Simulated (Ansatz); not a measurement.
Stepwise reaction of `[SiH3]S[SiH2]S[SiH3]` with hydrogen sulfide, as a gas-phase model of exchange steps in deposition or etching. ΔE in kJ/mol.

Isolated molecules relaxed with PBE0-D4/def2-TZVP in Ansatz; ΔE leaves out vibrations. CCSD(T)/CBS is the MP2 limit (def2-TZVPP, def2-QZVPP) plus CCSD(T) − MP2 in def2-TZVPP, frozen cores. This one scheme is used for every species. Functionals use def2-TZVPP. B3LYP here is the variant with VWN-RPA as its local correlation; programs differ in this. One conformer a species, not always the lowest.

```json
{"step": "2", "reaction": "`[SiH3]S[SiH2]S` + H₂S → `S[SiH2]S` + `[SiH3]S`", "PBE-D4": "10.1", "B3LYP-D4": "9.7", "ωB97M-V": "9.3", "CCSD(T)/CBS": "10.1"}
```

Question: Give the row of step 1, `[SiH3]S[SiH2]S[SiH3]` + H₂S → `[SiH3]S[SiH2]S` + `[SiH3]S`. (Estimate.)

Answer: The calculation gave: 
| step | reaction | PBE-D4 | B3LYP-D4 | ωB97M-V | CCSD(T)/CBS |
| --- | --- | --- | --- | --- | --- |
| 1 | `[SiH3]S[SiH2]S[SiH3]` + H₂S → `[SiH3]S[SiH2]S` + `[SiH3]S` | 15.6 | 16.9 | 15.8 | 16.4 |

Question: By hand: ΔE of the 2 steps together at CCSD(T)/CBS.

Answer: (16.4) + (10.1) = 26.5 kJ/mol, or 13.2 kJ/mol a step.

In ΔE each step is lower than the one before. All are uphill at CCSD(T)/CBS. PBE-D4 differs from CCSD(T)/CBS by -0.8 to 0.0 kJ/mol a step. Isolated molecules leave out the surface, adducts and barriers. Largest T1 diagnostic: 0.012.
